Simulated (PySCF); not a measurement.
# Bromine: highly charged ions in a basis for the neutral atom

Br⁸⁺ [Ar] 3d9, Br⁹⁺ [Ar] 3d8. Calculation: PySCF 2.14, in x2c-TZVPall (6s5p4d1f, 48 functions); the spin-free X2C one-electron Hamiltonian (Gaussian nucleus). No spin-orbit coupling, so a gap to NIST mixes the basis error with missing relativistic terms.

Changed run: basis of the neutral atom used for a highly charged ion. This setting is unsound on purpose.

```json
{"species": "Br⁸⁺", "method": "UHF", "sound run (hartree)": "not run", "changed run (hartree)": "-2584.24959", "converged": "yes"}
{"species": "Br⁸⁺", "method": "MN15", "sound run (hartree)": "not run", "changed run (hartree)": "-2587.30306", "converged": "yes"}
{"species": "Br⁸⁺", "method": "BP86", "sound run (hartree)": "not run", "changed run (hartree)": "-2585.95648", "converged": "yes"}
{"species": "Br⁹⁺", "method": "UHF", "sound run (hartree)": "not run", "changed run (hartree)": "-2575.97061", "converged": "yes"}
{"species": "Br⁹⁺", "method": "MN15", "sound run (hartree)": "not run", "changed run (hartree)": "-2578.86542", "converged": "yes"}
{"species": "Br⁹⁺", "method": "BP86", "sound run (hartree)": "not run", "changed run (hartree)": "-2577.60098", "converged": "yes"}
```

Ionisation energy of Br⁸⁺:

| method | changed run (eV) | NIST (eV) |
| --- | --- | --- |
| UHF | 225.28 | 224 ± 2.2 |
| MN15 | 229.60 | 224 ± 2.2 |
| BP86 | 227.36 | 224 ± 2.2 |

The contracted functions were made for the neutral atom and can be too rigid for a highly charged ion.
